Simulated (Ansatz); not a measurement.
Cost and result for the atomization energy of Cl2H2O2Si2 (8 atoms, 8 bonds).

```xyz
8

Cl   -0.800    1.035   -2.467
Si   -0.150   -0.331   -1.126
O     1.152    0.179   -0.220
Si    0.218    0.103    1.158
Cl   -0.071    1.895    2.050
O    -1.081   -0.418    0.254
H     0.044   -1.611   -1.818
H     0.688   -0.852    2.169
```

The species carries charge 0 and has multiplicity 1. Geometry: relaxed with PBE0-D4/def2-TZVP. Program: Ansatz. All runs use 4 threads of an Arm Neoverse V2 on a shared host. Times are those of one run each, without the atoms' runs, and a repeat can differ threefold. Electronic energies, without spin–orbit coupling; frozen cores. CCSD(T)/CBS adds CCSD(T) − MP2 in def2-TZVPP to the MP2 limit, and its time is that of the two runs behind it. T1 = 0.012.

CCSD(T)/CBS is a level of theory with its own doubt, some kJ/mol a heavy atom from the limit and from the frozen cores, so smaller differences don't rank the functionals.

```
                             level  functions  wall time
                  CCSD(T)/def2-SVP        110        2 s
                BLYP-D4/def2-TZVPP        258        2 s
              revPBE-D4/def2-TZVPP        258      2.1 s
   PBE-D4/def2-TZVPP (with forces)        258      2.6 s
                PBE0-D4/def2-TZVPP        258      3.8 s
               BHLYP-D4/def2-TZVPP        258      3.9 s
r2SCAN-D4/def2-TZVPP (with forces)        258        5 s
                 B2PLYP/def2-TZVPP        258      5.5 s
               PBE-QIDH/def2-TZVPP        258        6 s
                ωB97X-V/def2-TZVPP        258        9 s
                    MP2/def2-QZVPP        454       18 s
                CCSD(T)/def2-TZVPP        258       54 s
                 CCSD(T)/CBS(def2)          –       71 s
```

Q: What atomization energy does each give, and how far from CCSD(T)/CBS? (An estimate is asked.)

A: Computed: 
| level | atomization (kJ/mol) | difference from CCSD(T)/CBS | per bond |
| --- | --- | --- | --- |
| CCSD(T)/def2-SVP | 2856.7 | -347.8 | -43.5 |
| BLYP-D4/def2-TZVPP | 3130.7 | -73.8 | -9.2 |
| revPBE-D4/def2-TZVPP | 3119.0 | -85.5 | -10.7 |
| PBE-D4/def2-TZVPP (with forces) | 3210.1 | 5.6 | 0.7 |
| PBE0-D4/def2-TZVPP | 3151.2 | -53.3 | -6.7 |
| BHLYP-D4/def2-TZVPP | 3048.7 | -155.8 | -19.5 |
| r2SCAN-D4/def2-TZVPP (with forces) | 3206.3 | 1.8 | 0.2 |
| B2PLYP/def2-TZVPP | 3128.0 | -76.5 | -9.6 |
| PBE-QIDH/def2-TZVPP | 3163.9 | -40.6 | -5.1 |
| ωB97X-V/def2-TZVPP | 3207.0 | 2.5 | 0.3 |
| MP2/def2-QZVPP | 3293.1 | 88.6 | 11.1 |
| CCSD(T)/def2-TZVPP | 3086.6 | -117.9 | -14.7 |
| CCSD(T)/CBS(def2) | 3204.5 | 0.0 | 0.0 |

Leaving LDA and LC-ωPBE aside and taking each functional with its dispersion term where it has one, the values, not all of them listed here, spread over 162.3 kJ/mol, from BHLYP-D4 to B97M-V. LDA lies +463.6 kJ/mol from PBE without D4, its usual overbinding. In def2-TZVPP, CCSD(T) changes the Hartree–Fock value by +784.4 kJ/mol (the triples alone add +61.8 kJ/mol) and MP2 by +919.1 kJ/mol; breaking electron pairs costs correlation energy, which Hartree–Fock lacks. From PBE to PBE0 (25 % exact exchange), in def2-TZVPP and without D4, the atomization energy moves by −54.7 kJ/mol: exact exchange takes away binding that semilocal exchange gives to molecules.
